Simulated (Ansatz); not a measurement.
Consider the formal hydrolysis of a C–I bond: `FC(F)(F)CI` + H₂O → `OCC(F)(F)F` + HI.

Gas-phase electronic energies from Ansatz, PBE0-D4/def2-TZVP geometries. CCSD(T)/CBS adds triple-zeta CCSD(T) − MP2 to the extrapolated MP2 energy (def2 sets, frozen cores). This one scheme is used for every species. Functionals use def2-TZVPP. HSE06 is defined as in plane-wave codes. Elements past krypton have def2 core potentials. For I outer-core shells are correlated without core-valence functions, which leaves a few kJ/mol of doubt a bond. Each species was taken in one conformer, which may not be the lowest.

`FC(F)(F)CI`:

```xyz
8

F    -1.253    0.815    0.891
C    -0.473   -0.217    0.570
F     0.263   -0.525    1.639
F    -1.277   -1.265    0.323
C     0.367    0.051   -0.652
I     1.695    1.690   -0.410
H    -0.288    0.279   -1.489
H     0.966   -0.829   -0.871
```

H₂O:

```xyz
3

O    -0.245    0.098   -0.286
H    -0.358   -0.596    0.366
H     0.603    0.498   -0.080
```

`OCC(F)(F)F`:

Cartesian coordinates in Å:
```
O -0.796 -1.135 -0.830
C -0.710 -0.041 0.030
C 0.698 0.510 0.117
F 1.148 0.956 -1.055
F 1.553 -0.437 0.539
F 0.752 1.522 0.990
H -0.260 -1.851 -0.476
H -1.353 0.746 -0.368
H -1.032 -0.269 1.053
```

HI:

```xyz
2

I     0.018    0.758    0.270
H    -0.018   -0.758   -0.270
```

```json
{"level": "HSE06-D4", "ΔE (kJ/mol)": "28.9"}
{"level": "BLYP", "ΔE (kJ/mol)": "22.6"}
```

Task: What does CCSD(T)/CBS give? (An estimate is asked.)

Result: Computed: +41.3 kJ/mol. The listed levels differ from it by -12.4, -18.7 kJ/mol.

Task: What do rigid-rotor, harmonic-oscillator terms from PBE0-D4/def2-TZVP frequencies (298.15 K, 1 bar) make of the CCSD(T)/CBS value? (An estimate is asked.)

Result: Computed: ΔZPE = -2.7 kJ/mol, ΔH = +37.0 kJ/mol, ΔS = -7 J/(mol·K), ΔG = +39.1 kJ/mol.

Largest T1 diagnostic among the species: 0.011.

At CCSD(T), def2-SVP lies −39.0 kJ/mol from the extrapolated value and def2-TZVPP −9.7 kJ/mol. From BLYP to BHLYP (50 % exact exchange), in def2-TZVPP and without D4, ΔE moves by −4.6 kJ/mol.
